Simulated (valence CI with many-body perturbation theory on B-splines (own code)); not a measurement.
**Basis-set convergence for Xe XXXIV**

Calculated by relativistic CI+MBPT: three valence electrons over a frozen Dirac-Fock core [Ar], a basis of 7 s, 7 p, 8 d, 6 f, 4 g, 1 h functions for each j, with the one-electron correlation potential Σ1 (screened to all orders), the two-electron term Σ2, the three-electron term Σ3, Breit, model QED; selected single and double excitations, second order for the rest, scaled by the run's own slope (own B-spline code, finite nucleus).

The last digits are not significant, and no measured levels were compared; by estimate large intervals hold to a few tenths of a per cent, small ones and those within an open d or f shell to about a per cent. Only levels of the ground parity were solved; by the run's estimate the other parity begins above the list, which can be wrong where configurations are misplaced.

The reference run has the lowest level (3d3/2^3) J=3/2 and an ionisation energy of 2113.64 eV. Its largest variational space holds 4830 state functions.

Levels are named by their leading jj configuration (3d3/2^4 stands for four electrons in 3d with j = 3/2), which in mixed levels can hold well under half, so a name can repeat and another be missing. Letters in brackets count levels of one name in rising energy.

Changed runs:
A. basis 6 s, 6 p, 5 d, 5 f, 1 g
B. basis 5 s, 5 p, 4 d, 4 f

Excitation energies of the reference run in cm⁻¹, and shifts in cm⁻¹:

```tsv
Level	Reference	A	B
(3d3/2^2 3d5/2) J=5/2 [a]	89031	-162	-261
(3d3/2^2 3d5/2) J=7/2	132337	-27	+8.9
(3d3/2^2 3d5/2) J=3/2	132804	+99	+263
(3d3/2^2 3d5/2) J=9/2	145784	+123	+321
(3d3/2^2 3d5/2) J=1/2	155268	+127	+333
(3d3/2 3d5/2^2) J=7/2 [a]	234353	+60	+180
(3d3/2^2 3d5/2) J=5/2 [b]	236330	+118	+284
(3d3/2 3d5/2^2) J=9/2	248485	+15	+157
(3d3/2 3d5/2^2) J=3/2 [a]	276775	+124	+252
(3d3/2 3d5/2^2) J=1/2	290308	+257	+588
(3d3/2 3d5/2^2) J=11/2	303250	+269	+706
(3d3/2 3d5/2^2) J=5/2 [a]	322811	+322	+627
Ionisation energy (eV)	2113.64	-0.06	-0.08
```
